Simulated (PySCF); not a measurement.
Computed shifts of a molecule C₅H₅FO, PBE0/pcSseg-1 (PySCF), GIAO, gas phase, atoms alike by connectivity averaged where their shifts nearly agree, in ppm (number of nuclei): ¹³C: 201.3 (1), 170.9 (1), 144.3 (1), 35.5 (1), 24.9 (1). ¹⁹F: -145.7 (1). ¹H: 7.16 (1), 2.73 (2), 2.50 (2). References: ¹⁷O against H2O (σ = 334.2 ppm); ¹³C against TMS (σ = 186.3 ppm); ¹⁹F against CFCl3 (σ = 167.2 ppm); ¹H against TMS (σ = 31.56 ppm), references at their B3LYP-D3(BJ)/def2-TZVP geometries, non-relativistic. The structure is a stationary point at PBE0-D3(BJ)/def2-SVP. Other conformers were not sampled.

### Question
Which structure fits?
(A) O=C1CCC=C1F
(B) C=C1C[C@@H](F)C1=O
(C) O=C1C=CC[C@@H]1F
(D) FC1=COC=CC1

### Answer
A, O=C1CCC=C1F
